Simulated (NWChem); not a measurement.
Species: C₂H₈AlN; SMILES [AlH2][N](C)C

```xyz
12

Al     0.0000     0.0000     1.4806
H      0.0000     1.4098     2.2086
H      0.0000    -1.4098     2.2086
N      0.0000     0.0000    -0.3094
C      0.0000    -1.2098    -1.1203
C      0.0000     1.2098    -1.1203
H     -0.8872    -1.2582    -1.7724
H      0.8872    -1.2582    -1.7724
H      0.0000    -2.1000    -0.4831
H      0.8872     1.2582    -1.7724
H     -0.8872     1.2582    -1.7724
H      0.0000     2.1000    -0.4831
```
Atoms are numbered in this order, from 1.

Results from NWChem. Medium grid unless said otherwise, to which SCAN and Minnesota functionals are sensitive. Structure relaxed at the B3LYP/6-31G* (spherical d) level. Total energies of different functionals are on different scales.

```tsv
level	energy (Ha)	highest occupied level (eV)	orbital gap (eV)	dipole (D)
PBE/def2-TZVP	-377.9413	-5.26	3.75	1.15
B3LYP/def2-TZVP	-378.3025	-6.25	5.28	1.01
r2SCAN/def2-TZVP	-378.1549	-5.45	4.26	1.10
M06-2X/def2-TZVP	-378.1789	…	…	…
PW6B95/def2-TZVP	-378.6652	-6.56	5.80	0.98
PBE0/def2-TZVP	-377.9848	-6.44	5.67	0.99
```

### Question
Fill in the missing entries.

### Answer

- M06-2X/def2-TZVP, highest occupied level (eV): -7.69
- M06-2X/def2-TZVP, orbital gap (eV): 7.53
- M06-2X/def2-TZVP, dipole (D): 0.88
